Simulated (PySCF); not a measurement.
C4H8BN, SMILES CC1=CCB1N. Atoms are numbered in the order given.

```xyz
14

C     -0.7754     2.0475     0.0000
C     -0.0137     0.7627     0.0000
C      1.3217     0.5208     0.0000
C      1.3585    -1.0080     0.0000
B     -0.2429    -0.7881     0.0000
N     -1.3430    -1.6426     0.0000
H     -1.4339     2.1208    -0.8831
H     -0.1103     2.9269     0.0000
H     -1.4339     2.1208     0.8831
H      2.1648     1.2299     0.0000
H      1.8199    -1.4659    -0.8936
H      1.8199    -1.4659     0.8936
H     -1.2560    -2.6519     0.0000
H     -2.3015    -1.3139     0.0000
```

Geometry optimised at B3LYP-D3(BJ)/def2-SVP. This is a generated structure with no PubChem entry under its InChIKey; it may be hypothetical. One conformer was computed; it need not be the lowest.

Computed with PBE/def2-TZVP (PySCF).

Gas-phase values at a fixed geometry.

Computed frontier levels, gap, dipole moment and polarisability:
The highest occupied level is -5.73 eV and the lowest empty level is -1.08 eV. The orbital gap is 4.65 eV, the dipole moment is 1.66 D and the quadrupole, principal values (traceless, Buckingham form, about the centre of nuclear charge) is -5.66, -1.30, 6.97 D·Å. The mean static polarisability comes out as 71.2 bohr³ (10.55 Å³). The polarisability, principal values comes out as 50.1, 80.9, 82.6 bohr³.
